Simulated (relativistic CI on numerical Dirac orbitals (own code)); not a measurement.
**Br II: sensitivity of the levels to the model**

Base calculation: Dirac-Coulomb-Breit CI, KLI orbitals optimised for each configuration, QED by a radiative potential, valence Slater integrals scaled by 0.85, P86 correlation energy added to each configuration.

CI space (outside the closed core [Ar] 3d10): 4s²4p⁴, 4s²4p³5s, 4s4p⁵, 4s²4p³4d, 4s²4p³5p, 4p⁶, 4s²4p³6s, 4s4p⁴4d, 4s²4p³5d, 4s²4p³6p, 4s²4p³4f, 4s²4p³6d, 4s²4p³5f, 4s²4p³5g, 4s²4p³6f, 4s²4p²4d², 4s²4p4d²5s, 4s²4p4d³, 4s²4p4d²5p, 4s²4p4d²6s, 4s4p²4d³. Double excitations out of closed p, d and f shells are left out; levels of such configurations are missing from the list, as are those of other unlisted configurations, and high levels can miss mixing partners. These lack a partner that the ground configuration has and come out too high: 4s²4p³5d, 4s²4p³6p, 4s²4p³4f, 4s²4p³6d, 4s²4p³5f.

The lowest level and the first level of each name with at least 55 % of one term (blank where a level has no safe partner in the second run):

```csv
Level,Base (cm⁻¹),Shift (cm⁻¹)
4s²4p⁴ ³P2,0.0,0.0
4s²4p⁴ ³P1,3052.7,+67.8
4s²4p⁴ ³P0,3696.9,+65.3
4s²4p⁴ ¹D2,12541.9,+60.2
4s²4p⁴ ¹S0,25551.3,+88.0
4s²4p³5s ⁵S°2,98384.3,+83.7
4s4p⁵ ³P°2,102318.1,+48.1
4s²4p³5s ³S°1,103359.3,+86.0
4s4p⁵ ³P°1,104588.6,+90.8
4s4p⁵ ³P°0,105916.6,+118.0
4s²4p³4d ⁵D°3,108454.0,+118.5
4s²4p³4d ⁵D°4,108460.0,+124.2
4s²4p³4d ⁵D°2,108534.6,+117.6
4s²4p³4d ⁵D°1,108649.4,+119.0
4s²4p³4d ⁵D°0,108768.0,+122.5
4s²4p³5s ³D°1,114873.5,+72.4
4s²4p³5s ³D°2,115238.1,+80.5
4s²4p³5s ³D°3,115965.5,+110.1
4s²4p³5p ⁵P1,118100.8,+79.4
4s²4p³5p ⁵P2,118237.8,+81.7
4s²4p³4d ³D°3,118256.6,+121.6
4s²4p³5p ⁵P3,118551.6,+89.7
```

Correlation outside the listed configurations is missing or only estimated: errors of thousands of cm⁻¹ between configurations and terms are usual at this charge. Rates and lifetimes follow the computed energies and can be off by large factors. The fine structure of a lone outer electron comes out too small, for d and f at times inverted, and misplaced configurations move strength between like terms. 25 of the 28 excited levels that our extract of the measured tables holds in this range could be paired (the sources list more); they are missed by 4054 cm⁻¹ on average and 5885 at most, and levels without a partner can miss by more.

**Question.** One thing was changed in a second run, which moved the levels as shown. Which?
A. self-excluded LDA correlation estimate
B. Breit term removed
C. configuration mixing switched off
D. no correlation estimate
E. QED terms removed

**Answer.** B. Breit term removed. The Breit term mainly narrows fine-structure intervals, so removing it widens them.

LS names give the leading component of a level, which can be under half, so a name can repeat, a term be missing and a line seem to break the LS rules.
